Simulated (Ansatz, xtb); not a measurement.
# F2GeH2Sn: where a starting geometry ends

The starting geometry of this gas-phase triplet was built from a drawn formula by distance geometry and a force field; its bonds are those of `[F][SnH]([F])[GeH]`.

```yaml
atoms:
  - { symbol: F, position_ang: [-0.6981, 0.5688, 0.1750] }
  - { symbol: F, position_ang: [2.5142, 0.9191, 0.3768] }
  - { symbol: Ge, position_ang: [1.2537, -2.6011, 0.2454] }
  - { symbol: Sn, position_ang: [0.9873, -0.0928, 1.0068] }
  - { symbol: H, position_ang: [0.8240, -0.0506, 2.7601] }
  - { symbol: H, position_ang: [0.0108, -3.4154, 0.7453] }
```

**Question.** Predict what it relaxes into with r2SCAN-D4/def2-SVP.

**Answer.** It keeps its bonds, and is `[F][SnH]([F])[GeH]`.

The energy falls by 0.20 eV over 25 steps:

```json
{"step": "1", "E − E(last) (eV)": "0.204"}
{"step": "4", "E − E(last) (eV)": "0.010"}
{"step": "6", "E − E(last) (eV)": "0.003"}
{"step": "9", "E − E(last) (eV)": "0.002"}
{"step": "12", "E − E(last) (eV)": "0.001"}
{"step": "14", "E − E(last) (eV)": "0.001"}
{"step": "17", "E − E(last) (eV)": "0.000"}
{"step": "20", "E − E(last) (eV)": "0.000"}
{"step": "22", "E − E(last) (eV)": "0.000"}
{"step": "25", "E − E(last) (eV)": "0.000"}
```

Final geometry (Å):

```yaml
atoms:
  - { symbol: F, position_ang: [-0.4764, 0.9636, 0.1957] }
  - { symbol: F, position_ang: [2.4755, 0.7275, 0.4551] }
  - { symbol: Ge, position_ang: [0.7674, -2.5299, -0.0107] }
  - { symbol: Sn, position_ang: [0.8565, -0.1649, 1.0346] }
  - { symbol: H, position_ang: [0.7259, 0.0916, 2.7291] }
  - { symbol: H, position_ang: [0.5430, -3.7599, 0.9057] }
```

From the same start GFN2-xTB ends elsewhere, differing in F2–Ge3 (1.85 against 3.71 Å here), F2–Sn4 (3.36 against 1.94 Å here), Ge3–H6 (2.03 against 1.55 Å here), Sn4–H5 (2.43 against 1.72 Å here).

The end wasn't checked by frequencies. Open shells are spin-unrestricted. The triplet needn't be the ground state. Atoms past krypton carry core potentials, without spin–orbit terms. Run with Ansatz 0.2.0, 110 s on 1 thread of AMD EPYC 9R45 96-Core Processor (Zen 5), with other jobs on the host.
